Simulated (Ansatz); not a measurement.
A nudged elastic band was laid between two geometries of F3H2NZr + H2 (9 atoms, charge 0, multiplicity 1).

All numbers below come from RKS PBE/def2-SVP (Ansatz).

- movable images: 7
- climbing image: yes
- spring: 5.0 eV/Å²
- optimiser: quadratic models (default)
- start path: through a guess of the saddle point
- force threshold: 0.03 eV/Å
- iteration limit: 60
- end points: relaxed

Image 0:

```xyz
9
Properties=species:S:1:pos:R:3
Zr 0.211 0.019 0.189
N 0.325 -0.017 2.215
H -0.463 -0.053 2.872
H 1.197 0.004 2.759
F 2.021 -0.026 -0.435
F -0.683 1.621 -0.393
F -0.810 -1.489 -0.435
H -2.681 -0.398 1.115
H -2.713 0.350 1.288
```

Image 8:

```xyz
9
Properties=species:S:1:pos:R:3
Zr -0.365 0.255 -0.079
N -0.376 -0.363 2.285
H 0.204 -1.183 2.517
H -0.041 0.411 2.876
F 1.480 0.628 0.330
F -0.600 0.983 -1.840
F -0.971 -1.565 -0.253
H -1.599 1.420 0.732
H -1.330 -0.575 2.608
```

Task: Which bonds break or form, and what moves?

Result: Bonds broken: H8–H9. Bonds formed: Zr1–H8, N2–H9. F3H2NZr + H2 becomes F3H4NZr.

Task: Give the energies along the band, and the barrier.

Result: It converged. The highest image is number 4 of 0 to 8, 0.85 eV above the first end and 0.95 eV above the last; the last end lies 0.09 eV below the first. A vibrational analysis at the climbing image gives one clearly imaginary mode, 1066i cm⁻¹: a first-order saddle point. The orbitals stay closed-shell, which can raise the energy where a bond breaks towards radicals; this wasn't checked here.

```
image  path coordinate (Å)  energy (eV)  H8–H9 (Å)  Zr1–H8 (Å)  N2–H9 (Å)
    0                 0.00         0.00       0.77        3.07       3.20
    1                 0.84         0.01       0.77        3.06       3.14
    2                 1.68         0.01       0.77        2.95       2.65
    3                 2.52         0.17       0.79        2.52       2.09
    4                 3.36         0.85       1.05        2.10       1.35
    5                 4.19         0.26       1.78        1.93       1.04
    6                 5.01         0.04       2.21        1.89       1.03
    7                 5.83        -0.08       2.51        1.88       1.03
    8                 6.66        -0.09       2.75        1.88       1.03
```

Task: What is the geometry of the highest image?

Result: 
```xyz
9
Properties=species:S:1:pos:R:3
Zr -0.297 -0.071 0.072
N -0.126 -0.073 2.265
H -0.293 -0.898 2.856
H 0.504 0.572 2.762
F 1.613 0.031 -0.141
F -0.706 1.500 -0.941
F -0.862 -1.741 -0.666
H -2.075 0.376 1.106
H -1.353 0.316 1.862
```

Task: What are the harmonic wavenumbers there?

Result: 1066i, 13, 80, 160, 168, 178, 222, 415, 470, 529, 553, 653, 668, 691, 974, 1440, 1477, 1642, 1722, 3427, 3528 cm⁻¹.

The run took 7.6 min on 2 threads of Arm Neoverse V1 (shared host), peak memory 0.15 GiB.
